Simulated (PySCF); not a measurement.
Compound: C2H8BNO2.
Cartesian coordinates in Å at the PBE0-D3(BJ)/def2-SVP level; atoms count from 1:
```
atom  x, y, z in Å
C1    -1.4722   -0.2309   -0.5068
C2    -0.1714    0.5236   -0.2314
N3    -0.4051    1.5359    0.8012
B4     1.0392   -0.4687    0.0548
O5     1.7971   -0.2694    1.1659
O6     1.3687   -1.5201   -0.7554
H7    -2.2834    0.4763   -0.7359
H8    -1.3813   -0.9332   -1.3518
H9    -1.7831   -0.8186    0.3734
H10    0.0820    1.0719   -1.1617
H11   -0.5312    1.0639    1.6972
H12    0.4458    2.0819    0.9287
H13    2.5007   -0.9253    1.2353
H14    0.7846   -1.6074   -1.5136
```

Computed, not measured: PBE0-D3(BJ)/def2-SVP geometry optimisation, gas phase in PySCF.

Masses are those of the commonest isotopes; rigid-rotor values at the optimised geometry. The values belong to one conformer with, in the numbering `[CH3:1][C@@H:2]([NH2:3])[B:4]([OH:5])[OH:6]`, C1–C2–N3–H 72° and -176°, C1–C2–B4–O5 -129°, C2–B4–O5–H 180°, C2–B4–O6–H -1°.

(1) What are A, B and C (MHz)?

(2) What kind of rotor is it?

(3) Is it planar, by Δ = Ic − Ia − Ib?

(4) Give the other two planar moments, Paa and Pbb, and the rms extents of the mass along the axes.

(5) Where do the levels up to J = 2 lie, in K?

(6) Which types of transition are allowed, and where do some lines up to J = 3 fall?

(7) Estimate the classical rotational partition function at 10 K, 200 K and 298.15 K.

## Answers

(1) Ia = 108.02, Ib = 173.01, Ic = 257.85 u·Å²; 505379 MHz·u·Å²/I gives A = 4678, B = 2921, C = 1960 MHz.

(2) An asymmetric top. Ray's parameter κ = (2B − A − C)/(A − C) = -0.293; −1 is the prolate and +1 the oblate limit.

(3) Not planar: Δ = Ic − Ia − Ib = -23.18 u·Å². For a rigid frame Δ = −2 Σ m c², so Σ m c² = 11.59 u·Å² lies off the ab plane: 5.94 from hydrogen and 5.65 from heavier atoms. The atom farthest from that plane is 1.48 Å away.

(4) Paa = Σ m a² = (Ib + Ic − Ia)/2 = 161.42 and Pbb = Σ m b² = (Ia + Ic − Ib)/2 = 96.43 u·Å². With the mass M = 89.06 u, the rms extents √(P/M) along a, b and c are 1.35, 1.04, 0.36 Å.

(5) Above 0(0,0), as E/k:
J = 1: 1(0,1) 0.234, 1(1,1) 0.319, 1(1,0) 0.365
J = 2: 2(0,2) 0.688, 2(1,2) 0.741, 2(1,1) 0.879, 2(2,1) 1.132, 2(2,0) 1.147

(6) The dipole components are |μa| = 1.47 D, |μb| = 1.00 D, |μc| = 0.04 D. The squared components, which scale the intensities, stand as 1.00 : 0.47 : 0.00 (a : b : c). Some lines, for components of 0.1 D or more:

```json
{"type": "a", "branch": "Q", "J(Ka,Kc)": "1(1,0) ← 1(1,1)", "MHz": "961", "lower level (cm⁻¹)": "0.221"}
{"type": "a", "branch": "Q", "J(Ka,Kc)": "3(2,1) ← 3(2,2)", "MHz": "1346", "lower level (cm⁻¹)": "1.275"}
{"type": "b", "branch": "Q", "J(Ka,Kc)": "1(1,0) ← 1(0,1)", "MHz": "2718", "lower level (cm⁻¹)": "0.163"}
{"type": "b", "branch": "Q", "J(Ka,Kc)": "2(1,1) ← 2(0,2)", "MHz": "3979", "lower level (cm⁻¹)": "0.478"}
{"type": "b", "branch": "Q", "J(Ka,Kc)": "2(2,0) ← 2(1,1)", "MHz": "5572", "lower level (cm⁻¹)": "0.611"}
{"type": "b", "branch": "Q", "J(Ka,Kc)": "3(1,2) ← 3(0,3)", "MHz": "6239", "lower level (cm⁻¹)": "0.932"}
{"type": "b", "branch": "R", "J(Ka,Kc)": "1(1,1) ← 0(0,0)", "MHz": "6638", "lower level (cm⁻¹)": "0.000"}
{"type": "b", "branch": "R", "J(Ka,Kc)": "2(0,2) ← 1(1,1)", "MHz": "7705", "lower level (cm⁻¹)": "0.221"}
{"type": "a", "branch": "R", "J(Ka,Kc)": "2(1,2) ← 1(1,1)", "MHz": "8801", "lower level (cm⁻¹)": "0.221"}
{"type": "a", "branch": "R", "J(Ka,Kc)": "2(0,2) ← 1(0,1)", "MHz": "9462", "lower level (cm⁻¹)": "0.163"}
{"type": "b", "branch": "R", "J(Ka,Kc)": "3(1,2) ← 2(2,1)", "MHz": "10585", "lower level (cm⁻¹)": "0.787"}
{"type": "a", "branch": "R", "J(Ka,Kc)": "2(1,1) ← 1(1,0)", "MHz": "10723", "lower level (cm⁻¹)": "0.253"}
{"type": "b", "branch": "Q", "J(Ka,Kc)": "3(3,1) ← 3(2,2)", "MHz": "11355", "lower level (cm⁻¹)": "1.275"}
{"type": "b", "branch": "R", "J(Ka,Kc)": "3(0,3) ← 2(1,2)", "MHz": "12501", "lower level (cm⁻¹)": "0.515"}
{"type": "a", "branch": "R", "J(Ka,Kc)": "3(1,3) ← 2(1,2)", "MHz": "13036", "lower level (cm⁻¹)": "0.515"}
{"type": "a", "branch": "R", "J(Ka,Kc)": "3(0,3) ← 2(0,2)", "MHz": "13597", "lower level (cm⁻¹)": "0.478"}
{"type": "b", "branch": "R", "J(Ka,Kc)": "3(1,3) ← 2(0,2)", "MHz": "14132", "lower level (cm⁻¹)": "0.478"}
{"type": "a", "branch": "R", "J(Ka,Kc)": "3(2,2) ← 2(2,1)", "MHz": "14643", "lower level (cm⁻¹)": "0.787"}
{"type": "a", "branch": "R", "J(Ka,Kc)": "3(2,1) ← 2(2,0)", "MHz": "15689", "lower level (cm⁻¹)": "0.797"}
{"type": "a", "branch": "R", "J(Ka,Kc)": "3(1,2) ← 2(1,1)", "MHz": "15857", "lower level (cm⁻¹)": "0.611"}
{"type": "b", "branch": "R", "J(Ka,Kc)": "2(2,1) ← 1(1,0)", "MHz": "15995", "lower level (cm⁻¹)": "0.253"}
{"type": "b", "branch": "R", "J(Ka,Kc)": "2(2,0) ← 1(1,1)", "MHz": "17256", "lower level (cm⁻¹)": "0.221"}
{"type": "b", "branch": "R", "J(Ka,Kc)": "3(3,1) ← 2(2,0)", "MHz": "25698", "lower level (cm⁻¹)": "0.797"}
```

(7) Point group C1, symmetry number σ = 1; q = (√π/σ)·√((kT/h)³/(ABC)), k/h = 20836.6 MHz/K: 1030 at 10 K, 92100 at 200 K, 168000 at 298.15 K.

Stationary, but not proved a minimum. These are rigid-rotor constants of the computed structure; measured ground-state constants (B0) also hold zero-point vibration. A rigid rotor knows nothing of inversion at nitrogen or internal rotation, which can split or shift real lines. Quadrupole hyperfine structure (11B, 14N) is left out.

The run took 46 s on Arm Neoverse V1, one thread, shared host, and the process peaked at 0.55 GiB of memory. This is the geometry optimisation.
